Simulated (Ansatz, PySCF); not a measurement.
Ansatz (an electronic-structure program) was given this input:
Ansatz 0.2 input:
```yaml
crystal:
  periodic: [false, false, false]
  atoms:
    - {symbol: Al, position_ang: [0.50514851, 0.60140878, 0.16716194]}
    - {symbol: C, position_ang: [1.45041655, -0.97304291, 1.04337965]}
    - {symbol: C, position_ang: [1.03405232, -2.33915331, 0.47834721]}
    - {symbol: H, position_ang: [1.27590597, -0.97642399, 2.13114692]}
    - {symbol: H, position_ang: [2.54126947, -0.86115121, 0.92986114]}
    - {symbol: H, position_ang: [1.24941148, -2.39612036, -0.58831340]}
    - {symbol: H, position_ang: [-0.03593351, -2.49676484, 0.60884902]}
    - {symbol: H, position_ang: [1.56151532, -3.15468257, 0.97536003]}
    - {symbol: C, position_ang: [-1.37870763, 0.54979668, -0.60539741]}
    - {symbol: C, position_ang: [-1.77024716, 1.94659307, -1.11621692]}
    - {symbol: H, position_ang: [-2.12284744, 0.22052076, 0.13561594]}
    - {symbol: H, position_ang: [-1.46075454, -0.16830071, -1.43564308]}
    - {symbol: H, position_ang: [-1.06995303, 2.28410127, -1.88222076]}
    - {symbol: H, position_ang: [-1.74619035, 2.67264963, -0.30190756]}
    - {symbol: H, position_ang: [-2.77243859, 1.95269688, -1.54652871]}
basis:
  gaussian:
    orbitals: STO-3G
magnetization: {spin_polarized: true, initial_magnetization: 1}
correlation: {method: ccsd_t, electrons: outside_noble_gas}
accuracy: high
```

Q: Write the same job for PySCF.

A: Several could match; the one computed here: 
```python
from pyscf import gto, scf, cc

mol = gto.Mole()
mol.atom = '''
    Al    0.50514851    0.60140878    0.16716194
    C     1.45041655   -0.97304291    1.04337965
    C     1.03405232   -2.33915331    0.47834721
    H     1.27590597   -0.97642399    2.13114692
    H     2.54126947   -0.86115121    0.92986114
    H     1.24941148   -2.39612036   -0.58831340
    H    -0.03593351   -2.49676484    0.60884902
    H     1.56151532   -3.15468257    0.97536003
    C    -1.37870763    0.54979668   -0.60539741
    C    -1.77024716    1.94659307   -1.11621692
    H    -2.12284744    0.22052076    0.13561594
    H    -1.46075454   -0.16830071   -1.43564308
    H    -1.06995303    2.28410127   -1.88222076
    H    -1.74619035    2.67264963   -0.30190756
    H    -2.77243859    1.95269688   -1.54652871
'''
mol.basis = 'sto-3g'
mol.spin = 1
mol.verbose = 4
mol.build()

mf = scf.UHF(mol)
mf.kernel()

mycc = cc.CCSD(mf, frozen=9)
mycc.kernel()
et = mycc.ccsd_t()
print('E(CCSD(T)) = %.10f' % (mycc.e_tot + et))
```

Both were run: Ansatz gave -394.733091 Eh and PySCF -394.733091 Eh, 0.000 mEh apart.
